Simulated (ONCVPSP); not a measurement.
# Potentials for Hg (Z = 80) compared

Generated with ld1.x 7.5 (TM, RRKJ, ultrasoft, PAW), atompaw 4.2 or ONCVPSP 4.0.1. The cutoff is in Ry: for ld1.x and atompaw files where the sum of valence levels is converged to 10 mRy in a Bessel basis, for ONCV files where the hardest occupied wave has 1 mHa per electron of residual kinetic energy. The error is the largest all-electron minus pseudo excitation energy over each file’s own four to seven test configurations (ionisations up to +4, promotions, holes and added fractions of an electron), all of which were solved. The labels leave out finer settings (local radius, basis sizes, second energies), which also bear on the numbers. Spin-polarised tests are not counted. The rows are a selection from randomly drawn settings: files with unsolved tests, undetermined cutoffs or missed reference levels are left out.

```csv
potential,cutoff (Ry),largest error (meV),bound ghosts
"ONCV, PBEsol, scalar-relativistic, rc 1.30/1.20/2.10 (spd), local smoothed, core correction yes, reference 5s2 5p6 5d10 6s1, qcut 7.7/6.7/8.2, projectors 3/1/2",183,-14,none
"ONCV, PBE, scalar-relativistic, rc 1.50/1.05/1.60 (spd), local smoothed, core correction yes, reference 5s2 5p6 5d10 6s2, qcut 6.8/9.4/10.4, projectors 2/2/2",83,-35,none
"ONCV, LDA (Perdew-Wang 92), scalar-relativistic, rc 1.70/1.45/1.25 (spd), local smoothed, core correction no, reference 5s2 5p6 5d10 6s1, qcut 5.4/9.5/6.5, projectors 2/2/2",63,-19,none
"ONCV, PBEsol, scalar-relativistic, rc 1.55/1.60/1.60 (spd), local smoothed, core correction yes, reference 5s2 5p6 5d10 6s1.75, qcut 7.4/8.5/10.8, projectors 2/2/2",44,-19,none
"ONCV, PBE, fully relativistic, rc 1.20/1.40/1.65/0.90 (spdf), local smoothed, core correction yes, reference 4f14 5s2 5p6 5d10 6s2, qcut 7.5/9.9/8.8/15.4, projectors 3/2/3/2",807,-3.6,none
"ONCV, LDA (Perdew-Wang 92), scalar-relativistic, rc 1.25/1.50/2.25 (spd), local s, core correction yes, reference 5s2 5p6 5d9, qcut 7.9/8.3/5.8, projectors 0/3/1",59,+2495,none
```

(1) Fill in the row for Hg: ONCV, PBE, scalar-relativistic, rc 1.50/1.20/1.75/1.50 (spdf), local smoothed, core correction yes, reference 5s2 5p6 5d10, qcut 7.8/7.3/10/7.2, projectors 3/2/2/2.

Answers

(1) cutoff 211 Ry, largest error -34 meV, bound ghosts: none.
